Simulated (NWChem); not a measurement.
System: InI2F; SMILES [F][In]([I])[I]

def2 effective core potentials on In, I; no spin-orbit coupling.

### Question
Give the equilibrium geometry at PBE0/def2-SVP with def2 effective core potentials on In, I (NWChem) as a list of bonds and angles, with the point group.

### Answer
point group C2v; any orientation.
Bonded distances (Å): In1–F2 1.951, In1–I3 2.642, In1–I4 2.642. Angles (°): F2–In1–I3 117.0, F2–In1–I4 117.0, I3–In1–I4 126.1.
